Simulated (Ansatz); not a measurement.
A run for Ansatz (an electronic-structure program): R-revPBE/def2-TZVPPD on CH3I (SMILES CI). Elements past Kr take the def2 small-core potentials; no spin–orbit coupling. Files ending in .json are basis or fitting sets from the Basis Set Exchange.

Ansatz 0.2 input:
```yaml
crystal:
  periodic: [false, false, false]
  atoms:
    - {symbol: C, position_ang: [0.99571342, 1.37718669, 3.44717716]}
    - {symbol: I, position_ang: [0.56930098, -0.64066480, 4.07290657]}
    - {symbol: H, position_ang: [1.54974837, 1.85361333, 4.24743593]}
    - {symbol: H, position_ang: [1.58195222, 1.31721112, 2.53784236]}
    - {symbol: H, position_ang: [0.04619171, 1.86872763, 3.27194455]}
basis:
  gaussian:
    orbitals: def2-TZVPPD.json
hamiltonian:
  xc: {name: revPBE}
scf: {lower_state_search: off}
```

The log:

```
WARN ansatz: RAYON_NUM_THREADS=1 ignored (pool sized by the plan → 1); use --threads N
Functional definition: revPBE
these checks for a lower state are left out or cut short: stability, starts, cluster_reference, orbital_swaps, neighbouring_geometries, increment
integrals: 0.04 GiB planned
765 factors; their error is unknown
mean field: 0.43 GiB planned
mean field evaluation 1: about -9180.2189 eV, gradient 5.8e1 eV
mean field evaluation 2: about -9161.9724 eV, gradient 9.3e1 eV
mean field evaluation 4: about -9188.2874 eV, gradient 7.1e0 eV
mean field evaluation 8: about -9188.3307 eV, gradient 4.7e-1 eV
mean field evaluation 16: about -9188.3310 eV, gradient 6.9e-6 eV
mean field -9188.33101131 eV, -337.6649365910 hartree, gradient 2.7e-6 eV, S^2 0.000000; 0 other end points of the search recorded, 0 dependent functions left out
reference -9188.33107103 eV, -337.6649387859 hartree; 17, 17 occupied and 130, 130 virtual orbitals, 765 factors
Total energy: -9188.33107103 eV, -337.6649387859 hartree
Checks for a lower state left out: stability, starts, cluster_reference, orbital_swaps, neighbouring_geometries, increment
```

The run converged.

Cost: very roughly 1.5 core-seconds.
